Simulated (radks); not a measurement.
Results of a calculation; reference values are marked as such.
Neutral lutetium, configuration [Xe] 4f13 5d2 6s2 (not the ground configuration).

Code: a radial shooting solver on a logarithmic mesh with Libxc functionals. Model: scalar-relativistic Kohn-Sham, r2SCAN, spin-unpolarised, spherical densities, finite nucleus; meta-GGA in the generalised Kohn-Sham scheme; Fermi nuclear charge, rms radius 5.37 fm.

Energy parts (hartree):
total: -14562.5769
kinetic: 15908.9320
electron-nucleus: -35864.9183
Hartree: 5693.5550
exchange-correlation: -300.1456

Orbitals (lengths in bohr, moments of r in powers of bohr; <r^-3> diverges for s and p1/2; r(max) is where P^2 peaks; r(90%) holds 90 % of the orbital's charge):
| orbital | occ. | eigenvalue (hartree) | r(max) | <1/r> | <r^-3> | r(90%) |
|---|---|---|---|---|---|---|
| 1s | 2 | -2326.987 | 0.01213 | 82.19 | - | 0.0351 |
| 2s | 2 | -397.2714 | 0.06928 | 19.19 | - | 0.127 |
| 2p | 6 | -349.4364 | 0.05660 | 17.55 | 16860 | 0.119 |
| 3s | 2 | -90.64144 | 0.1955 | 7.107 | - | 0.311 |
| 3p | 6 | -76.21634 | 0.1930 | 6.596 | 3710 | 0.317 |
| 3d | 10 | -58.87089 | 0.1576 | 6.234 | 483.1 | 0.299 |
| 4s | 2 | -18.48920 | 0.4461 | 2.998 | - | 0.685 |
| 4p | 6 | -13.72781 | 0.4668 | 2.737 | 843.1 | 0.737 |
| 4d | 10 | -7.48489 | 0.4805 | 2.426 | 93.39 | 0.819 |
| 4f | 13 | -0.62595 | 0.4665 | 1.877 | 14.55 | 1.17 |
| 5s | 2 | -2.45999 | 1.035 | 1.148 | - | 1.67 |
| 5p | 6 | -1.32408 | 1.177 | 0.9611 | 112.2 | 2.00 |
| 5d | 2 | -0.09958 | 1.681 | 0.5431 | 4.312 | 4.14 |
| 6s | 2 | -0.18950 | 2.978 | 0.3561 | - | 5.21 |

The highest occupied level is 5d at -2.710 eV. Summed over all electrons, <r^2> = 74.02 bohr^2, which gives a Langevin (diamagnetic) susceptibility term of -58.6 x 10^-6 cm^3/mol. The electron density at the nucleus is 1.176e+06 e/bohr^3 (large components only).
